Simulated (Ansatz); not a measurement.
Cartesian coordinates (Å):
```xyz
8

C     -0.9640    -0.1838     0.0409
C      0.3106     0.5607    -0.2317
O      0.3917     1.6732    -0.7128
C      1.5480    -0.1672     0.1355
N      2.5229    -0.7357     0.4224
H     -1.8221     0.4262    -0.2614
H     -0.9600    -1.1404    -0.5047
H     -1.0271    -0.4329     1.1118
```
Charge 0, multiplicity 1.

These are frozen-core CCSD(T)/cc-pVTZ // PBE-D3(BJ)/def2-TZVP (Ansatz, a program for electronic structure) values and carry that method's errors. The restricted HF reference is unstable towards unrestricted orbitals.

- HF energy = -244.72326 Ha
- MP2 correlation energy = -0.89492 Ha

Q: Estimate the CCSD correlation energy, the (T) correction, the total energy and the T1 diagnostic.

A: 
The CCSD correlation energy is -0.90560 Ha and the (T) correction is -0.04493 Ha. The CCSD(T) total energy comes out as -245.67379 Ha. The T1 diagnostic is 0.015.
